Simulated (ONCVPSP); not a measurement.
# Ga (Z = 31): variants of one ONCV potential

Base potential:

* Element: gallium (Ga)
* Generator: ONCVPSP 4.0.1
* Type: optimised norm-conserving Vanderbilt (ONCV)
* Functional: PBEsol
* Relativity: scalar-relativistic
* Frozen core: [Ne] 3s2
* Valence charge: 19
* Reference configuration: 3p6 3d10 4s2 (charge +1)
* Partial waves: 4s: rc 2.00 bohr, ncon 3, nbas 7, qcut 3.9 1/bohr, 2 projectors, debl 2.3 Ha; 3p: rc 1.05 bohr, ncon 5, nbas 8, qcut 12.9 1/bohr, 2 projectors, debl 1.2 Ha; 3d: rc 0.95 bohr, ncon 5, nbas 10, qcut 17 1/bohr, 2 projectors, debl 0.4 Ha
* Local potential: polynomial inside 0.60 bohr (lpopt 1, dvloc0 4 Ha)
* Core correction: none

In the p channel the program set the typed energies aside and used -3.932, 0.250 Ha. In the d channel the program set the typed energies aside and used -1.009, 0.250 Ha.

Cutoffs, loose and tight: the cutoffs (Ha) at which the residual kinetic energy of the hardest occupied pseudo-wave falls to 1 and 0.1 mHa per electron. They do not see the model core or the augmentation charge, which bear on the density cutoff. Test errors are all-electron minus pseudo excitation energies from the reference, over the configurations 3p6 3d10 4s2 4p1; 3p6 3d10 4s1; 3p6 3d10 4s0; 3p6 3d10 4s1 4p2. A dash means not determined; rows that change the core or the reference have their own tests.

1 further variants are left out, since the program set their typed debl aside.

A true bound ghost makes a file unfit for plane-wave use even where its test errors are small: the radial tests pick states by their node count and pass the ghost by.

| change | outcome | cutoff, loose | cutoff, tight | bound ghosts | GHOST(+) flags above zero | largest test error (meV) |
| --- | --- | --- | --- | --- | --- | --- |
| base | generated, projector energies reset by the program | 118 Ha | 132 Ha | s | none | -67 |
| all radii scaled by about 0.76 (s 1.50, p 0.80, d 0.72 bohr); local potential polynomial inside 0.46 bohr (lpopt 1, dvloc0 4 Ha) | generated, projector energies reset by the program | 212 Ha | 682 Ha | s | s | -48 |
| p: nbas 9 | generated, projector energies reset by the program | 118 Ha | 132 Ha | s | none | -67 |
| d: ncon 4, nbas 9 | generated, projector energies reset by the program | 112 Ha | 126 Ha | s | none | -66 |
| core [Ne], valence charge 21; reference 3s2 3p6 3d10 4s2 4p1; waves now 3s+4s: rc 1.15 bohr, ncon 3, nbas 7, qcut 11.4 1/bohr, 2 projectors; 3p+4p: rc 0.95 bohr, ncon 3, nbas 8, qcut 13.9 1/bohr, 2 projectors; 3d: rc 0.85 bohr, ncon 4, nbas 9, qcut 16 1/bohr, 2 projectors, debl 3 Ha; local potential polynomial inside 0.55 bohr (lpopt 5, dvloc0 0 Ha) | generated | 115 Ha | 135 Ha | none | s | -1.1 over the solved tests; 1 of 4 tests not solved or not reliable |
| reference 3p6 3d10 4s2 4p1; wave 3p: rc 1.05 bohr, ncon 5, nbas 8, qcut 12.9 1/bohr, 2 projectors, debl 1.2 Ha becomes 3p+4p: rc 1.05 bohr, ncon 5, nbas 8, qcut 12.9 1/bohr, 2 projectors | generated, projector energies reset by the program | 118 Ha | 132 Ha | s | none | -9.9 over the solved tests; 1 of 4 tests not solved or not reliable |
| s: rc 2.84 | generated, projector energies reset by the program | 118 Ha | 132 Ha | s | none | -299 |
| local potential polynomial inside 0.75 bohr (lpopt 5, dvloc0 4 Ha) | generated, projector energies reset by the program | 118 Ha | 132 Ha | s | none | -67 |
